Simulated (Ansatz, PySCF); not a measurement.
Ansatz (a first-principles code) was given this input:
Ansatz 0.2 input:
```yaml
crystal:
  periodic: [false, false, false]
  atoms:
    - {symbol: Ga, position_ang: [0.00064622, 0.02878830, 0.00937560]}
    - {symbol: Cl, position_ang: [1.41128155, 0.96939965, -1.16019226]}
    - {symbol: Cl, position_ang: [-1.44280685, 0.27352527, 1.45798678]}
    - {symbol: N, position_ang: [0.04941118, -2.09223287, -0.50665912]}
    - {symbol: H, position_ang: [-0.47621186, -2.27939540, -1.36850992]}
    - {symbol: H, position_ang: [-0.36177471, -2.67601614, 0.22996377]}
    - {symbol: H, position_ang: [1.00800585, -2.42111962, -0.66799016]}
basis:
  gaussian:
    orbitals: def2-SVP
hamiltonian:
  xc: b3lyp
total_charge: 1
accuracy: high
```

Task: Give the equivalent PySCF input.

Result: Several could match; the one computed here: 
```python
from pyscf import gto, scf, dft

mol = gto.M(
    atom='''
Ga    0.000646    0.028788    0.009376
Cl    1.411282    0.969400   -1.160192
Cl   -1.442807    0.273525    1.457987
N     0.049411   -2.092233   -0.506659
H    -0.476212   -2.279395   -1.368510
H    -0.361775   -2.676016    0.229964
H     1.008006   -2.421120   -0.667990
''',
    basis='def2-svp',
    charge=1,
    spin=0,
    verbose=3,
)

mf = dft.RKS(mol)
mf.xc = 'b3lyp'
mf.grids.atom_grid = (99, 590)
mf.grids.prune = None
mf.kernel()
```

Both were run: Ansatz gave -2901.178050 Eh and PySCF -2901.178049 Eh, 0.001 mEh apart.
